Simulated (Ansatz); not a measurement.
Total energies of B(OH)3 (BO₃H₃) from Ansatz at PBE0-D4/def2-TZVP, gas phase (1 Eh = 27.2114 eV = 2625.5 kJ/mol). The reference geometry is relaxed at r2SCAN-D4/def2-TZVP.

Cartesian coordinates in Å:
```
B -0.212 0.084 -0.007
O -1.117 0.991 0.460
H -0.733 1.556 1.138
O 1.062 0.098 0.523
H 1.669 -0.556 0.166
O -0.660 -0.771 -0.980
H -0.010 -1.402 -1.299
```

```tsv
state	geometry	energy (Eh)
charge 0 singlet	reference	-252.32637
charge 1 doublet	reference	-251.89313
free B atom (doublet)	–	-24.61828
free O atom (triplet)	–	-75.01860
free H atom (doublet)	–	-0.50104
```

Task: Work out the vertical ionisation energy to the doublet.

Result: E(charge 1 doublet) − E(charge 0 singlet) = -251.89313 − (-252.32637) = 0.43324 Eh = 11.79 eV. For comparison, −ε of the highest occupied level is 9.17 eV at this level, 2.62 eV less.

Task: What is the binding energy per atom against free atoms?

Result: Atoms: 1 × (-24.61828) + 3 × (-75.01860) + 3 × (-0.50104) = -251.17720 Eh. Binding: -251.17720 − (-252.32637) = 1.14917 Eh = 31.27 eV, or 4.47 eV for each of 7 atoms (no zero-point energy, no counterpoise term).
